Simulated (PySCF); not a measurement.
Computed IR spectrum (relative IR intensity) of a molecule ClFH₅NSi₂. The structure is a stationary point at PBE-D3(BJ)/def2-SVP. Other conformers were not sampled. Computed with PBE-D3(BJ)/def2-SVP in PySCF 2.14.0. Frequencies are harmonic and unscaled.

Lines under 2 % of the strongest are left out, and lines within 2 cm⁻¹ are merged.

```json
[
 {"ν (cm⁻¹)": "147", "relative intensity": "6.0"},
 {"ν (cm⁻¹)": "179", "relative intensity": "7.7"},
 {"ν (cm⁻¹)": "390", "relative intensity": "3.3"},
 {"ν (cm⁻¹)": "443", "relative intensity": "99"},
 {"ν (cm⁻¹)": "465", "relative intensity": "8.3"},
 {"ν (cm⁻¹)": "539", "relative intensity": "28"},
 {"ν (cm⁻¹)": "677", "relative intensity": "16"},
 {"ν (cm⁻¹)": "729", "relative intensity": "100"},
 {"ν (cm⁻¹)": "789", "relative intensity": "10"},
 {"ν (cm⁻¹)": "839", "relative intensity": "25"},
 {"ν (cm⁻¹)": "857", "relative intensity": "40"},
 {"ν (cm⁻¹)": "873", "relative intensity": "30"},
 {"ν (cm⁻¹)": "893", "relative intensity": "19"},
 {"ν (cm⁻¹)": "1498", "relative intensity": "12"},
 {"ν (cm⁻¹)": "2149", "relative intensity": "60"},
 {"ν (cm⁻¹)": "2156", "relative intensity": "9.9"},
 {"ν (cm⁻¹)": "2170", "relative intensity": "47"},
 {"ν (cm⁻¹)": "3478", "relative intensity": "13"},
 {"ν (cm⁻¹)": "3571", "relative intensity": "10"}
]
```

Q: Identify the compound among the candidates.
A) N[SiH2][Si@H](F)Cl
B) N[Si@@H](Cl)[SiH2]F
C) N[Si@@](F)([SiH3])Cl
D) N[Si@@H](F)[SiH2]Cl

A: A, N[SiH2][Si@H](F)Cl
